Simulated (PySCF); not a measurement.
**Exercise with solution: oscillator strength and radiative lifetime**

C2H7ClOSi2, SMILES C=C([SiH3])O[SiH2]Cl.

Coordinates come from a B3LYP-D3(BJ)/def2-SVP optimisation. The structure was generated by enumeration, and PubChem lists no compound with its InChIKey, so it may never have been made. One conformer was computed; it need not be the lowest.

TDA-B3LYP/def2-SVPD (PySCF 2.14.0) puts the first singlet state with f over 0.02 at 6.32 eV (vertical), with the transition dipole (0.383, 0.009, -0.170) in atomic units.

### Question
Find the oscillator strength, the wavelength and the radiative lifetime that this transition would have in vacuum if emission retraced absorption.

### Answer

|μ|² = 0.1757 au, so |μ| = 1.07 D. ΔE = 6.32/27.211 = 0.2323 hartree. f = (2/3) ΔE |μ|² = 0.027 (the program prints 0.027).
λ = 1239.84/6.32 = 196 nm; ν = 50974 cm⁻¹.
Einstein's coefficient A = 0.6670 ν² f s⁻¹ (ν in cm⁻¹) = 4.7e7 s⁻¹, so τ = 1/A = 21 ns. This state is S2; the lower singlet has f = 0.019. The figure is the radiative limit of this one transition; relaxation, internal conversion, crossing to triplets and a medium change what is measured.
